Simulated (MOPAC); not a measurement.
Input for MOPAC: PM3 on C2H5NS (a complex), monomers drawn apart or pushed together.

```
PM3 1SCF PRECISE CHARGE=0 THREADS=1
C2H5NS

S      0.50697014 1    -0.18187352 1    -0.86164302 1
H      0.38928504 1     0.06576997 1     0.45635031 1
H      0.82500026 1     1.09216337 1    -1.13977519 1
C     -0.29274560 1     0.74962593 1     6.19741393 1
C     -0.09306320 1     0.66409521 1     4.76017483 1
N      0.06438359 1     0.59581646 1     3.62456884 1
H      0.61578468 1     1.10921069 1     6.68087101 1
H     -1.10778788 1     1.43797415 1     6.42171244 1
H     -0.54062292 1    -0.23293051 1     6.59938928 1
```

It printed:

```
*******************************************************************************
 **                                                                           **
 **                              MOPAC v23.2.5                                **
 **                                                                           **
 *******************************************************************************
 ** MOPAC's Digital Object Identifier: https://doi.org/10.5281/zenodo.6511958 **
 **                                                                           **
 ** Please cite the open-source release paper for use of this MOPAC version:  **
 ** J. E. Moussa and J. J. P. Stewart (2026)                                  **
 ** MOPAC: An open-source semiempirical molecular orbital program             **
 ** J. Open Source Softw., 11(119), 8025, https://doi.org/10.21105/joss.08025 **
 *******************************************************************************

                              PM3 CALCULATION RESULTS

 *******************************************************************************
 *  PM3        - The PM3 Hamiltonian to be used
 *
 *
 *
 *                 CHARGE ON SYSTEM = 0
 *
 *
 *
 *  PRECISE    - TIGHTER CRITERIA TO BE USED
 *  1SCF       - DO 1 SCF AND THEN STOP
 *  THREADS=1  - MULTI-THREADING NOT USED
 *  T=         - A TIME OF 172800.0 SECONDS REQUESTED
 *  DUMP=N     - RESTART FILE WRITTEN EVERY 7200.0 SECONDS REQUESTED
 *******************************************************************************
PM3 1SCF PRECISE CHARGE=0 THREADS=1
 C2H5NS

   ATOM   CHEMICAL          X               Y               Z
  NUMBER   SYMBOL      (ANGSTROMS)     (ANGSTROMS)     (ANGSTROMS)

     1       S          0.50697014  *  -0.18187352  *  -0.86164302  *
     2       H          0.38928504  *   0.06576997  *   0.45635031  *
     3       H          0.82500026  *   1.09216337  *  -1.13977519  *
     4       C         -0.29274560  *   0.74962593  *   6.19741393  *
     5       C         -0.09306320  *   0.66409521  *   4.76017483  *
     6       N          0.06438359  *   0.59581646  *   3.62456884  *
     7       H          0.61578468  *   1.10921069  *   6.68087101  *
     8       H         -1.10778788  *   1.43797415  *   6.42171244  *
     9       H         -0.54062292  *  -0.23293051  *   6.59938928  *



          CARTESIAN COORDINATES

    NO.       ATOM           X           Y           Z

     1         S          0.5070     -0.1819     -0.8616
     2         H          0.3893      0.0658      0.4564
     3         H          0.8250      1.0922     -1.1398
     4         C         -0.2927      0.7496      6.1974
     5         C         -0.0931      0.6641      4.7602
     6         N          0.0644      0.5958      3.6246
     7         H          0.6158      1.1092      6.6809
     8         H         -1.1078      1.4380      6.4217
     9         H         -0.5406     -0.2329      6.5994

  H: (PM3): J. J. P. STEWART, J. COMP. CHEM. 10, 209 (1989).
  C: (PM3): J. J. P. STEWART, J. COMP. CHEM. 10, 209 (1989).
  N: (PM3): J. J. P. STEWART, J. COMP. CHEM. 10, 209 (1989).
  S: (PM3): J. J. P. STEWART, J. COMP. CHEM. 10, 209 (1989).

           Empirical Formula: C2 H5 N S  =     9 atoms



      MOLECULAR POINT GROUP   :   Cs


      RHF CALCULATION, NO. OF DOUBLY OCCUPIED LEVELS = 12


 -------------------------------------------------------------------------------
 PM3 1SCF PRECISE CHARGE=0 THREADS=1
 C2H5NS



     1SCF WAS SPECIFIED, SO BFGS WAS NOT USED
     SCF FIELD WAS ACHIEVED


                              PM3 CALCULATION
                                                       MOPAC v23.2.5 Linux




          FINAL HEAT OF FORMATION =         22.35842 KCAL/MOL =      93.54762 KJ/MOL


          COSMO AREA              =        139.57 SQUARE ANGSTROMS
          COSMO VOLUME            =        109.83 CUBIC ANGSTROMS

          IONIZATION POTENTIAL    =          9.320456 EV
          HOMO LUMO ENERGIES (EV) =         -9.320  0.866
          NO. OF FILLED LEVELS    =         12
          MOLECULAR WEIGHT        =         75.1282         POINT GROUP:  Cs

          MOLECULAR DIMENSIONS (Angstroms)

            Atom       Atom       Distance
            H     9    H     3     7.96966
            S     1    H     7     2.87838
            H     8    H     7     1.67966


          SCF CALCULATIONS        =          1





   ATOM   CHEMICAL          X               Y               Z
  NUMBER   SYMBOL      (ANGSTROMS)     (ANGSTROMS)     (ANGSTROMS)

     1       S          0.50697014  *  -0.18187352  *  -0.86164302  *
     2       H          0.38928504  *   0.06576997  *   0.45635031  *
     3       H          0.82500026  *   1.09216337  *  -1.13977519  *
     4       C         -0.29274560  *   0.74962593  *   6.19741393  *
     5       C         -0.09306320  *   0.66409521  *   4.76017483  *
     6       N          0.06438359  *   0.59581646  *   3.62456884  *
     7       H          0.61578468  *   1.10921069  *   6.68087101  *
     8       H         -1.10778788  *   1.43797415  *   6.42171244  *
     9       H         -0.54062292  *  -0.23293051  *   6.59938928  *

                             CARTESIAN COORDINATES

   1    S        0.506970140    -0.181873520    -0.861643020
   2    H        0.389285040     0.065769970     0.456350310
   3    H        0.825000260     1.092163370    -1.139775190
   4    C       -0.292745600     0.749625930     6.197413930
   5    C       -0.093063200     0.664095210     4.760174830
   6    N        0.064383590     0.595816460     3.624568840
   7    H        0.615784680     1.109210690     6.680871010
   8    H       -1.107787880     1.437974150     6.421712440
   9    H       -0.540622920    -0.232930510     6.599389280


           Empirical Formula: C2 H5 N S  =     9 atoms



      MOLECULAR POINT GROUP   :   Cs


                  EIGENVALUES
 -34.22849 -28.28504 -26.87898 -17.46650 -15.70895 -15.70659 -14.93753 -12.67830
 -12.60087 -12.59965 -12.02466  -9.32046   0.86604   1.33445   1.33462   1.59400
   1.90142   3.31221   3.65167   3.65359   6.52396


              NET ATOMIC CHARGES AND DIPOLE CONTRIBUTIONS

  ATOM NO.   TYPE          CHARGE      No. of ELECS.   s-Pop       p-Pop
    1          S          -0.025735        6.0257     1.88657     4.13916
    2          H           0.024344        0.9757     0.97566
    3          H           0.000946        0.9991     0.99905
    4          C           0.046805        3.9532     1.09109     2.86210
    5          C          -0.148858        4.1489     1.27958     2.86928
    6          N          -0.081406        5.0814     1.74183     3.33957
    7          H           0.061101        0.9389     0.93890
    8          H           0.061115        0.9389     0.93888
    9          H           0.061688        0.9383     0.93831
 DIPOLE           X         Y         Z       TOTAL
 POINT-CHG.    -0.343     0.174     2.528     2.557
 HYBRID         0.074     1.539     1.893     2.440
 SUM           -0.268     1.714     4.421     4.749


          ATOMIC ORBITAL ELECTRON POPULATIONS

     Atom    s        px        py        pz
    1  S   1.88657   1.94024   1.11748   1.08144
    2  H   0.97566
    3  H   0.99905
    4  C   1.09109   1.01323   1.01671   0.83217
    5  C   1.27958   0.95085   0.95050   0.96793
    6  N   1.74183   1.07234   1.07033   1.19691
    7  H   0.93890
    8  H   0.93888
    9  H   0.93831

 **********************
 *                    *
 * JOB ENDED NORMALLY *
 *                    *
 **********************




 == MOPAC DONE ==
```

The run finished.

Cost: very roughly 0.03 core-seconds.
